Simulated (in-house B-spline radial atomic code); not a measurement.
Configurations of Tb VI (Tb5+), with energies counted from [Kr] 4d10 4f7 5s2 5p5. Level of theory: scalar-relativistic (X2C) TPSSh, spin-polarised, spherical fractional occupations, exact exchange averaged over the configuration, Fermi nucleus of rms radius 5.06 fm; calculated with an all-electron radial atomic-structure program (B-spline basis). Shells without spins written out take the highest spin.

Occupations are held fixed; configurations that lie above the ionisation limit could autoionise.

```tsv
configuration	E - E(ref) (eV)	highest orbital	its <r> (bohr)
[Xe] 4f6	-6.7163	4f up	0.7367
[Kr] 4d10 4f6 5s2 5p5 6p1	43.161	6p up	2.914
[Kr] 4d10 4f7 5s2 5p4 6p1	46.949	6p up	2.935
[Kr] 4d9 4f7 5s2 5p5 6p1	183.75	6p up	2.907
```

Problem. Order these further configurations by energy, lowest first.
A. [Kr] 4d9 4f7 5s2 5p5 5d1
B. [Kr] 4d9 4f7 5s2 5p5 6s1
C. [Kr] 4d9 4f8 5s2 5p5
D. [Kr] 4d10 4f7 5s2 5p4 6d1
E. [Kr] 4d10 4f7 5s2 5p4 6f1

Solution. D (57.275 eV), E (67.571 eV), C (147.13 eV), A (164.97 eV), B (175.8 eV).

Problem. Is the reference the lowest configuration at this level of theory?

Solution. No: [Xe] 4f6 lies 6.716 eV lower with this functional.
